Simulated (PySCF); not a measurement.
**Adding and removing an electron: NaSn**

UHF; basis Na cc-pVDZ, Sn cc-pVDZ-PP with ECP28; scalar-relativistic core potentials; PySCF 2.14. Neutral (UHF): quartet (σ ↑, π ↑↑), Re = 2.969 Å, ωe = 181 cm⁻¹, De = 0.79 eV, HOMO -5.96 eV, LUMO -0.42 eV.

NaSn⁺ (UHF): triplet (σ ↑, π ↑), Re = 3.458 Å, ωe = 108 cm⁻¹, De = 0.53 eV to Na⁺ + Sn. The energies at the minima are -375.21679 hartree for NaSn and -375.02525 for NaSn⁺.

Question: Work out the adiabatic ionisation energy, without and with harmonic zero-point energies (1 hartree = 27.2114 eV, 1 eV = 8065.5 cm⁻¹), and the change of the bond length.

Answer: At UHF: 0.19154 hartree = 5.212 eV between the minima; the zero-point term (108.0 − 181.0)/2 cm⁻¹ = -0.005 eV makes it 5.208 eV. Re changes by +48.9 pm against the neutral. The electron leaves a π orbital, and the ion is left as a loose complex of an ion and an atom.

Spin–orbit coupling is left out, which matters for elements this heavy, above all for dissociation energies. For an ion De counts to the pair picked by the measured ionisation energies or electron affinities, which need not be the lowest pair at this level. Hartree–Fock leaves out correlation, which carries a large part of most bond energies and some tenths to 1 eV of ionisation energies. States were picked by a PBE0 search and need not be the measured ground states.
